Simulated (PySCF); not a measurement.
A geometry optimisation, step by step.

Species: [WO3(OH)]- (charge -1 and singlet state).
Bonds: W1–O2, W1–O3, W1–O4, W1–O5. Hydrogens: H6 on O5.

Computed by this run: PBE0-D3(BJ)/def2-SVP geometry optimisation, gas phase, def2 core potentials past Kr (PySCF); density fitting, grid level 1; the optimiser is geomeTRIC in internal coordinates, started from a GFN2-xTB structure with every atom displaced at random (about 0.03 Å). The frame can shift and turn from step to step; on so coarse a grid that alone can change the energy by a few meV, and forces under 0.02 eV/Å are noise.

Step 0: E = -10020.8481 eV, largest atomic force 10.530 eV/Å
```
atom  x, y, z in Å  |  force x, y, z in eV/Å
W1      0.261    0.266    0.360  -10.339  -0.297  -1.974
O2      0.160    0.329    2.058    0.690   0.062   3.299
O3      1.716    0.218   -0.357    8.306  -0.219  -2.787
O4     -0.584    1.641   -0.377    0.550  -0.508   0.671
O5     -0.753   -1.333   -0.404    0.830   0.951   1.474
H6     -0.737   -1.217   -1.349   -0.038   0.011  -0.683
```

Step 1: E = -10021.4817 eV, largest atomic force 3.998 eV/Å
```
atom  x, y, z in Å  |  force x, y, z in eV/Å
W1      0.153    0.257    0.281    3.547   0.516   1.769
O2      0.196    0.302    2.077   -0.388  -0.130  -2.319
O3      1.862    0.222   -0.320   -2.778   0.002   0.751
O4     -0.625    1.671   -0.373   -0.114  -0.034   0.037
O5     -0.760   -1.310   -0.386   -0.131  -0.113  -0.124
H6     -0.763   -1.239   -1.348   -0.137  -0.241  -0.114
```

Step 2: E = -10021.6597 eV, largest atomic force 1.216 eV/Å
```
atom  x, y, z in Å  |  force x, y, z in eV/Å
W1      0.184    0.274    0.292    1.153  -0.337  -0.189
O2      0.176    0.291    2.041   -0.083  -0.028  -0.166
O3      1.846    0.234   -0.313   -0.985   0.047   0.347
O4     -0.612    1.682   -0.349   -0.125   0.243  -0.035
O5     -0.753   -1.306   -0.388    0.103   0.203  -0.017
H6     -0.778   -1.272   -1.352   -0.063  -0.128   0.061
```

Step 3: E = -10021.6787 eV, largest atomic force 0.492 eV/Å
```
atom  x, y, z in Å  |  force x, y, z in eV/Å
W1      0.196    0.275    0.284   -0.374   0.312  -0.068
O2      0.166    0.272    2.027    0.036  -0.048   0.137
O3      1.835    0.247   -0.307    0.263   0.003  -0.068
O4     -0.606    1.705   -0.337    0.112  -0.162   0.064
O5     -0.740   -1.296   -0.387    0.003  -0.016  -0.095
H6     -0.787   -1.299   -1.350   -0.041  -0.090   0.029
```

Step 4: E = -10021.6825 eV, largest atomic force 0.208 eV/Å
```
atom  x, y, z in Å  |  force x, y, z in eV/Å
W1      0.195    0.284    0.282   -0.170  -0.118   0.020
O2      0.167    0.264    2.028    0.008  -0.005   0.013
O3      1.838    0.259   -0.303    0.124   0.017  -0.041
O4     -0.603    1.713   -0.330   -0.010   0.041  -0.004
O5     -0.739   -1.297   -0.392    0.066   0.116  -0.017
H6     -0.794   -1.319   -1.354   -0.018  -0.051   0.028
```

Step 5: E = -10021.6840 eV, largest atomic force 0.093 eV/Å
```
atom  x, y, z in Å  |  force x, y, z in eV/Å
W1      0.192    0.287    0.280    0.064  -0.067   0.003
O2      0.166    0.255    2.026   -0.009   0.005   0.005
O3      1.840    0.272   -0.302   -0.032   0.006   0.002
O4     -0.604    1.720   -0.323   -0.035   0.038  -0.003
O5     -0.734   -1.293   -0.395    0.016   0.044  -0.021
H6     -0.798   -1.336   -1.355   -0.004  -0.026   0.014
```

Step 6: E = -10021.6845 eV, largest atomic force 0.027 eV/Å
```
atom  x, y, z in Å  |  force x, y, z in eV/Å
W1      0.193    0.289    0.279    0.017  -0.007   0.006
O2      0.165    0.249    2.025    0.001   0.004  -0.019
O3      1.840    0.283   -0.303   -0.026   0.005   0.003
O4     -0.609    1.725   -0.314   -0.004  -0.017   0.010
O5     -0.728   -1.291   -0.399    0.003   0.018   0.001
H6     -0.797   -1.351   -1.357    0.009  -0.003   0.000
```

Step 7: E = -10021.6846 eV, largest atomic force 0.026 eV/Å
```
atom  x, y, z in Å  |  force x, y, z in eV/Å
W1      0.192    0.290    0.279    0.015   0.000   0.014
O2      0.166    0.247    2.024    0.004  -0.001   0.005
O3      1.838    0.291   -0.305    0.001   0.007  -0.006
O4     -0.616    1.723   -0.309   -0.015   0.011  -0.005
O5     -0.724   -1.290   -0.401   -0.016  -0.020  -0.002
H6     -0.793   -1.357   -1.358    0.011   0.003  -0.005
```

Q: Summarise the path.

A: The energy falls by 19.29 kcal/mol from step 0 to step 7; nine tenths of that is first reached at step 2. It falls at every step. The largest force goes from 10.530 to 0.026 eV/Å. Among the bonds W1–O3 changes most, from 1.623 to 1.747 Å; the atoms move by 0.113 Å rms after alignment.

Q: Follow the three bonds and two angles with the largest change from start to end.

A: 
```tsv
step	E above end (kcal/mol)	largest force (eV/Å)	W1–O3 (Å)	W1–O5 (Å)	W1–O2 (Å)	W1–O5–H6 (°)	O2–W1–O3 (°)
0	19.29	10.530	1.623	2.042	1.703	105.5	119.7
1	4.68	3.998	1.812	1.932	1.797	106.6	108.0
2	0.57	1.216	1.770	1.958	1.749	109.3	110.3
3	0.14	0.492	1.742	1.948	1.744	111.6	110.8
4	0.05	0.208	1.744	1.956	1.746	113.0	110.5
5	0.01	0.093	1.748	1.952	1.746	114.4	110.3
6	0.00	0.027	1.748	1.951	1.746	115.5	110.4
7	0.00	0.026	1.747	1.949	1.746	115.9	110.4
```

Run on one thread, Intel Xeon Platinum 8259CL at 2.50 GHz (x86_64), no GPU, shared host with 32 logical CPUs at a one-minute load of 20.
